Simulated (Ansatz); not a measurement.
All values below come from frozen-core CCSD(T)/cc-pVTZ // CAM-B3LYP-D3(BJ)/def2-TZVP run with Ansatz (a first-principles code). The restricted HF reference is unstable towards unrestricted orbitals.

Ansatz 0.2 input:
```yaml
crystal:
  periodic: [false, false, false]
  atoms:
    - { symbol: N, position_ang: [2.628547, -0.429725, -0.432635] }
    - { symbol: C, position_ang: [1.515055, -0.178314, -0.538868] }
    - { symbol: Si, position_ang: [-0.23244, 0.328094, -0.706738] }
    - { symbol: N, position_ang: [-1.303503, -0.818839, -0.794583] }
    - { symbol: H, position_ang: [-0.307929, 1.796462, -0.728915] }
    - { symbol: H, position_ang: [-2.299744, -0.697684, -0.888534] }
basis:
  gaussian: { orbitals: cc-pVTZ }
correlation:
  method: ccsd_t
```

Output:

```
Functional definition: HF
903 factors; integrals over basis functions are off by at most 1.4e-3 eV
mean field evaluation 1: about -11882.4205 eV, gradient 4.9e1 eV
mean field evaluation 2: about -11882.6868 eV, gradient 4.9e1 eV
mean field evaluation 4: about -11888.1353 eV, gradient 4.1e0 eV
mean field evaluation 8: about -11888.2272 eV, gradient 6.8e-1 eV
mean field evaluation 16: about -11888.2298 eV, gradient 2.5e-6 eV
mean field -11888.22984880 eV, -436.8843888118 hartree, gradient 2.5e-6 eV, S^2 0.000000; 0 other end points of the search recorded, 0 dependent functions left out; unrestricted orbitals would lower it
8 core orbitals not correlated
reference -11888.22984880 eV, -436.8843888118 hartree; 10, 10 occupied and 134, 134 virtual orbitals, 903 factors
second order -17.84516256 eV of doubles, -0.00000000 eV of singles
cycle   1  -17.40870511 eV  change    4.4e-1 eV  update   1.2e-1
cycle   2  -18.00061054 eV  change   -5.9e-1 eV  update   4.1e-2
cycle   3  -18.15185820 eV  change   -1.5e-1 eV  update   2.1e-2
cycle   4  -18.14251289 eV  change    9.3e-3 eV  update   6.2e-3
cycle   5  -18.14444513 eV  change   -1.9e-3 eV  update   3.4e-3
cycle   6  -18.14642795 eV  change   -2.0e-3 eV  update   1.1e-3
cycle   7  -18.14604319 eV  change    3.8e-4 eV  update   5.3e-4
cycle   8  -18.14595594 eV  change    8.7e-5 eV  update   1.8e-4
cycle   9  -18.14594840 eV  change    7.5e-6 eV  update   6.0e-5
cycle  10  -18.14591064 eV  change    3.8e-5 eV  update   2.1e-5
cycle  11  -18.14589971 eV  change    1.1e-5 eV  update   8.9e-6
perturbative correction -0.96186716 eV, -0.0353479662 hartree
Total energy: -11907.33761567 eV, -437.5865862925 hartree
```

Cost: around 28 core-seconds (rough).
